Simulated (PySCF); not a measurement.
PySCF input (PW6B95/def2-TZVPD):

```python
from pyscf import gto, scf, dft

mol = gto.M(
    atom='''
    In   -0.13683617   -0.18693350   -0.23208144
    O     0.64354274    0.98234673    1.27948728
    H     1.55663064    1.30096774    1.13609229
    ''',
    basis='def2-tzvpd',
    ecp='def2-tzvp',
    charge=1,
    spin=1,
    verbose=4,
)

mf = dft.UKS(mol, xc='pw6b95').density_fit(auxbasis='def2-universal-jkfit')
mf.grids.level = 3
mf.conv_tol = 1e-9
mf.max_cycle = 100
mf.max_memory = 1500
mf.kernel()
if not mf.converged:
    mf = mf.newton()
    mf.kernel(mf.make_rdm1())
for _ in range(2):
    mo, _, stable, _ = mf.stability(return_status=True)
    if stable:
        break
    mf.kernel(mf.make_rdm1(mo, mf.mo_occ))
mf.analyze()
```

Output:

```
ECP def2-tzvp not found for  O
ECP def2-tzvp not found for  H
PySCF version 2.14.0

[INPUT] verbose = 4
[INPUT] num. atoms = 3
[INPUT] num. electrons = 29
[INPUT] charge = 1
[INPUT] spin (= nelec alpha-beta = 2S) = 1
[INPUT] symmetry False subgroup None
[INPUT] Mole.unit = angstrom
[INPUT] Symbol           X                Y                Z      unit          X                Y                Z       unit  Magmom
[INPUT]  1 In    -0.136836170000  -0.186933500000  -0.232081440000 AA   -0.258582885234  -0.353253118506  -0.438570360195 Bohr   0.0
[INPUT]  2 O      0.643542740000   0.982346730000   1.279487280000 AA    1.216119528052   1.856366279062   2.417880539065 Bohr   0.0
[INPUT]  3 H      1.556630640000   1.300967740000   1.136092290000 AA    2.941605586706   2.458472725494   2.146903280330 Bohr   0.0

nuclear repulsion = 51.6121364585567
number of shells = 37
number of NR pGTOs = 163
number of NR cGTOs = 105
basis = def2-tzvpd
ecp = def2-tzvp

******** <class 'pyscf.df.df_jk.DFUKS'> ********
method = DFUKS
initial guess = minao
damping factor = 0
level_shift factor = 0
DIIS = <class 'pyscf.scf.diis.CDIIS'>
diis_start_cycle = 1
diis_space = 8
diis_damp = 0
SCF conv_tol = 1e-09
SCF conv_tol_grad = None
SCF max_cycles = 100
direct_scf = False
number electrons alpha = 15  beta = 14
XC library pyscf.dft.libxc version 7.1.2
    S. Lehtola, C. Steigemann, M. J. T. Oliveira, and M. A. L. Marques,  SoftwareX 7, 1–5 (2018)
XC functionals = pw6b95
    Y. Zhao and D. G. Truhlar,  J. Phys. Chem. A 109, 5656 (2005)
radial grids:
    Treutler-Ahlrichs [JCP 102, 346 (1995); DOI:10.1063/1.469408] (M4) radial grids

becke partition: Becke, JCP 88, 2547 (1988); DOI:10.1063/1.454033
pruning grids: <function nwchem_prune>
grids dens level: 3
symmetrized grids: False
atomic radii adjust function: <function treutler_atomic_radii_adjust>
small_rho_cutoff = 0
Set gradient conv threshold to 3.16228e-05
tot grids = 45768
******** <class 'pyscf.df.df.DF'> ********
auxbasis = def2-universal-jkfit
init E= -233.438888011737
  alpha nocc = 15  HOMO = -0.702631157062214  LUMO = -0.465856321939701
  beta  nocc = 14  HOMO = -0.709137636030977  LUMO = -0.702631157062216

WARN: HOMO -0.702631157062214 >= LUMO -0.702631157062216

[...]
  beta  nocc = 14  HOMO = -0.562924746463546  LUMO = -0.412899769115786
  HOMO = -0.54096538603  LUMO = -0.412899769116  gap/eV = 3.48484
Extra cycle  E= -265.898002686021  delta_E= -2.38e-11  |g|= 1.48e-05  |ddm|= 2.89e-05
converged SCF energy = -265.898002686021  <S^2> = 0.76299315  2S+1 = 2.0129512
uhf_internal: lowest eigs of H = [0.05565095 0.20653244 0.35290423]
<class 'pyscf.df.df_jk.DFUKS'> wavefunction is stable in the internal stability analysis
**** SCF Summaries ****
Total Energy =                        -265.898002686021186
Nuclear Repulsion Energy =              51.612136458556677
One-electron Energy =                 -534.555724485749693
Two-electron Energy =                  217.045585341171829
Two-electron Coulomb Energy =          242.688171517441987
DFT Exchange-Correlation Energy =      -25.642586176270171
HOMO-LUMO gap [eV] =                     3.484842937739684
**** MO energy ****
                             alpha | beta                alpha | beta
MO #1   energy= -19.5615053266674  | -19.546374980709   occ= 1 | 1
MO #2   energy= -4.9977678216699   | -4.99543567726744  occ= 1 | 1
MO #3   energy= -3.39374292160662  | -3.39203593489672  occ= 1 | 1
MO #4   energy= -3.39290680415512  | -3.39124167545998  occ= 1 | 1
MO #5   energy= -3.38830599184111  | -3.38628302797823  occ= 1 | 1
MO #6   energy= -1.26146780022266  | -1.21894179445551  occ= 1 | 1
MO #7   energy= -1.06145307428644  | -1.05891244287215  occ= 1 | 1
MO #8   energy= -1.06140856204638  | -1.05888173246048  occ= 1 | 1
MO #9   energy= -1.0587491234502   | -1.05573289066705  occ= 1 | 1
MO #10  energy= -1.0575977483822   | -1.05460227951375  occ= 1 | 1
MO #11  energy= -1.05575000147552  | -1.04854850155544  occ= 1 | 1
MO #12  energy= -0.737300157939266 | -0.716552936303927 occ= 1 | 1
MO #13  energy= -0.649942656083965 | -0.58146746699556  occ= 1 | 1
MO #14  energy= -0.579854309349066 | -0.562924746463546 occ= 1 | 1
MO #15  energy= -0.54096538602991  | -0.412899769115786 occ= 1 | 0
MO #16  energy= -0.277538828981117 | -0.265801394423953 occ= 0 | 0
MO #17  energy= -0.271329400926982 | -0.260235888555396 occ= 0 | 0
MO #18  energy= -0.207687795407999 | -0.190312573479517 occ= 0 | 0
MO #19  energy= -0.133610732567611 | -0.126103242038894 occ= 0 | 0
MO #20  energy= -0.103414348214558 | -0.097453216875884 occ= 0 | 0
MO #21  energy= -0.0866149023517802 | -0.0838031021409534 occ= 0 | 0
MO #22  energy= -0.0841089966491226 | -0.0803337908688881 occ= 0 | 0
MO #23  energy= -0.0728519804139682 | -0.0690338302705021 occ= 0 | 0
MO #24  energy= -0.0723523446936045 | -0.0661815315026802 occ= 0 | 0
MO #25  energy= -0.066654790662225 | -0.0599023864334352 occ= 0 | 0
MO #26  energy= -0.0645800353976394 | -0.0574779616476608 occ= 0 | 0
MO #27  energy= -0.0457806223364504 | -0.0319291098572769 occ= 0 | 0
MO #28  energy= -0.0149501576087007 | -0.0111427476677407 occ= 0 | 0
MO #29  energy= 0.000816450337790927 | 0.00580513118957455 occ= 0 | 0
MO #30  energy= 0.0187131871045498 | 0.0214599740706249 occ= 0 | 0
MO #31  energy= 0.0331112663933096 | 0.0365803130289957 occ= 0 | 0
MO #32  energy= 0.0576697732413689 | 0.0623693679094879 occ= 0 | 0
MO #33  energy= 0.0635172447483999 | 0.0660821790096653 occ= 0 | 0
MO #34  energy= 0.0664405637754679 | 0.069383533312807  occ= 0 | 0
MO #35  energy= 0.0746157204256589 | 0.0786417725050264 occ= 0 | 0
MO #36  energy= 0.0834965877565767 | 0.0873632855036236 occ= 0 | 0
MO #37  energy= 0.08850848391051   | 0.0906050530967357 occ= 0 | 0
MO #38  energy= 0.106748624345884  | 0.110065831240228  occ= 0 | 0
MO #39  energy= 0.148713637065998  | 0.15575055225082   occ= 0 | 0
MO #40  energy= 0.167477981609517  | 0.171526489943327  occ= 0 | 0
MO #41  energy= 0.17755395932852   | 0.179878790295928  occ= 0 | 0
MO #42  energy= 0.286633664095272  | 0.288802001526084  occ= 0 | 0
MO #43  energy= 0.288624670478196  | 0.292653779998974  occ= 0 | 0
MO #44  energy= 0.290761411222746  | 0.293450692749326  occ= 0 | 0
MO #45  energy= 0.306927599914333  | 0.311727497708052  occ= 0 | 0
MO #46  energy= 0.311957704289864  | 0.313663844105022  occ= 0 | 0
MO #47  energy= 0.348443985142584  | 0.352283497134266  occ= 0 | 0
MO #48  energy= 0.37307114759944   | 0.379138773744831  occ= 0 | 0
MO #49  energy= 0.43165522390651   | 0.440484871540544  occ= 0 | 0
MO #50  energy= 0.467303034389299  | 0.474153003533604  occ= 0 | 0
MO #51  energy= 0.469292472132779  | 0.47551540948165   occ= 0 | 0
MO #52  energy= 0.482043933408956  | 0.488706264384034  occ= 0 | 0
MO #53  energy= 0.483678295905412  | 0.489787907498975  occ= 0 | 0
MO #54  energy= 0.564997827466886  | 0.572695090669221  occ= 0 | 0
MO #55  energy= 0.599203444684502  | 0.608485013403048  occ= 0 | 0
MO #56  energy= 0.625869295121234  | 0.634226847427129  occ= 0 | 0
MO #57  energy= 0.685607904874786  | 0.702838227863445  occ= 0 | 0
MO #58  energy= 0.712887501846059  | 0.728817292111993  occ= 0 | 0
MO #59  energy= 0.71297639796775   | 0.729417814504253  occ= 0 | 0
MO #60  energy= 0.765615221504554  | 0.774406762461734  occ= 0 | 0
MO #61  energy= 0.794393528879653  | 0.801433318755012  occ= 0 | 0
MO #62  energy= 0.794436683440248  | 0.802413745169615  occ= 0 | 0
MO #63  energy= 0.809839581114911  | 0.823639437708136  occ= 0 | 0
MO #64  energy= 0.822101583318814  | 0.825431497506879  occ= 0 | 0
MO #65  energy= 0.92624309027909   | 0.929608027558931  occ= 0 | 0
MO #66  energy= 0.974485169420742  | 0.980300684979667  occ= 0 | 0
MO #67  energy= 1.37649580722672   | 1.37859496346249   occ= 0 | 0
MO #68  energy= 1.45407872662664   | 1.47248883191945   occ= 0 | 0
MO #69  energy= 1.56725297961899   | 1.57693530232433   occ= 0 | 0
MO #70  energy= 1.57224830987624   | 1.59185765927372   occ= 0 | 0
MO #71  energy= 1.73658144300721   | 1.75558605267177   occ= 0 | 0
MO #72  energy= 1.89436029866686   | 1.8973051552961    occ= 0 | 0
MO #73  energy= 1.91367214833498   | 1.91780392998054   occ= 0 | 0
MO #74  energy= 1.91460171445997   | 1.9186278237676    occ= 0 | 0
MO #75  energy= 1.95632399413748   | 1.96306573696944   occ= 0 | 0
MO #76  energy= 1.97814735081916   | 1.9822822411625    occ= 0 | 0
MO #77  energy= 1.98383917705977   | 1.99159969626422   occ= 0 | 0
MO #78  energy= 2.05102077943342   | 2.05786683162655   occ= 0 | 0
MO #79  energy= 2.06256021929528   | 2.07157660973348   occ= 0 | 0
MO #80  energy= 2.1389208685699    | 2.15170082517745   occ= 0 | 0
MO #81  energy= 2.30590435125218   | 2.30994271713962   occ= 0 | 0
MO #82  energy= 2.56064124000669   | 2.5722709117587    occ= 0 | 0
MO #83  energy= 2.58326367384119   | 2.59271201150461   occ= 0 | 0
MO #84  energy= 2.61485784028313   | 2.63562278780467   occ= 0 | 0
MO #85  energy= 2.79756708633532   | 2.82692228425064   occ= 0 | 0
MO #86  energy= 2.93116421099673   | 2.95619176073955   occ= 0 | 0
MO #87  energy= 3.61625910806313   | 3.62912240547126   occ= 0 | 0
MO #88  energy= 4.87564825347398   | 4.90078757129632   occ= 0 | 0
MO #89  energy= 4.90150486052755   | 4.92873171186212   occ= 0 | 0
MO #90  energy= 4.94742594144894   | 4.97814357415648   occ= 0 | 0
MO #91  energy= 5.00887555894607   | 5.03847466013734   occ= 0 | 0
MO #92  energy= 5.16603800929711   | 5.18875255505843   occ= 0 | 0
MO #93  energy= 5.18288880155997   | 5.19289847879892   occ= 0 | 0
MO #94  energy= 5.90446568057999   | 5.92160936181912   occ= 0 | 0
MO #95  energy= 6.14130519164713   | 6.18955900477031   occ= 0 | 0
MO #96  energy= 6.17564819657601   | 6.22286329142281   occ= 0 | 0
MO #97  energy= 6.23837631421334   | 6.2511792372778    occ= 0 | 0
MO #98  energy= 6.40442956856868   | 6.45135310241328   occ= 0 | 0
MO #99  energy= 6.73709065789128   | 6.75341571110757   occ= 0 | 0
MO #100 energy= 37.43719376954     | 37.4385148285955   occ= 0 | 0
MO #101 energy= 38.4895218150998   | 38.4907715784156   occ= 0 | 0
MO #102 energy= 38.5103859181292   | 38.5116420042409   occ= 0 | 0
MO #103 energy= 38.8371823023904   | 38.8379536586867   occ= 0 | 0
MO #104 energy= 43.3691510706355   | 43.3839716265221   occ= 0 | 0
[...]
```
